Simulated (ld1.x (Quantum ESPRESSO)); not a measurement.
Varying the TM semilocal potential for Ti

Base potential:

* Element: Ti
* Generator: ld1.x (Quantum ESPRESSO) 7.5
* Type: norm-conserving Troullier–Martins (semilocal form)
* Functional: PBEsol
* Relativity: scalar-relativistic
* Frozen core: [Ne]
* Valence charge: 12
* Reference configuration: 3s2 3p6 3d2 4s0 4p0 (charge +2)
* Partial waves: 3s (bound): rc 1.25 bohr; 3p (bound): rc 1.65 bohr; 3d (bound): rc 1.10 bohr
* Local potential: the d channel
* Core correction: none

All-electron outer shells of the reference configuration (PBEsol, scalar-relativistic, ld1.x):

```csv
shell,level (eV),outermost node (bohr),outermost maximum (bohr)
2p,-459.77,–,0.22
3s,-78.33,0.40,0.87
3p,-54.64,0.37,0.90
3d,-19.62,–,0.97
4s,-16.65,1.23,2.58
4p,-12.19,1.35,3.07
```

Cutoffs, loose and tight: the cutoffs (Ry, on a coarse ladder) from which the occupation-weighted sum of valence levels, in a spherical-Bessel basis at the reference potential, stays within 10 and 1 mRy of its value at 400 Ry. They do not see the model core or the augmentation charge, which bear on the density cutoff. Test errors are all-electron minus pseudo excitation energies from the reference, over the configurations 3s2 3p6 3d2 4s2 4p0; 3s2 3p6 3d2 4s1 4p0; 3s2 3p6 3d1 4s0 4p0; 3s2 3p5 3d2 4s2 4p0; 3s2 3p6 3d1 4s2 4p1; 3s2 3p6 3d2 4s1.5 4p0; 3s2 3p6 3d2 4s1 4p1. A dash means not determined; rows that change the core or the reference have their own tests.

A semilocal file is local in each channel, so a ghost entry of none says nothing of the separable form that plane-wave codes build from it.

```tsv
change	outcome	cutoff, loose	cutoff, tight	bound ghosts	largest test error (meV)
base	generated	140 Ry	160 Ry	none	+607
wave 3s (bound): rc 1.25 bohr becomes 3s (bound): rc 0.84 bohr	generated	140 Ry	230 Ry	none	+140
wave 3s (bound): rc 1.25 bohr becomes 3s (bound): rc 0.94 bohr	generated	140 Ry	230 Ry	none	+138
wave 3s (bound): rc 1.25 bohr becomes 3s (bound): rc 1.08 bohr	generated	140 Ry	200 Ry	none	+235
wave 3s (bound): rc 1.25 bohr becomes 3s (bound): rc 1.18 bohr	generated	140 Ry	180 Ry	none	+376
wave 3s (bound): rc 1.25 bohr becomes 3s (bound): rc 1.36 bohr	generated	140 Ry	160 Ry	none	+957
wave 3s (bound): rc 1.25 bohr becomes 3s (bound): rc 1.44 bohr	generated	140 Ry	160 Ry	none	+1267
wave 3s (bound): rc 1.25 bohr becomes 3s (bound): rc 1.62 bohr	generated	140 Ry	160 Ry	none	+2326
wave 3s (bound): rc 1.25 bohr becomes 3s (bound): rc 1.74 bohr	generated	140 Ry	160 Ry	none	+3113
```

What comes out with this change to the base: wave 3s (bound): rc 1.25 bohr becomes 3s (bound): rc 1.90 bohr?

outcome: generated; cutoff, loose: 140 Ry; cutoff, tight: 160 Ry; bound ghosts: none; largest test error (meV): +3924.

Reading the sweep of the s radius (base included, trends over the rows without a ghost): The loose cutoff stays near 140 Ry. The median size of the test errors (rows with all tests solved) rises from 55.7 meV at 0.84 to 1820.0 meV at 1.9 bohr. More of the atom is replaced by a form fitted at one configuration, so other configurations suffer as the radius grows.
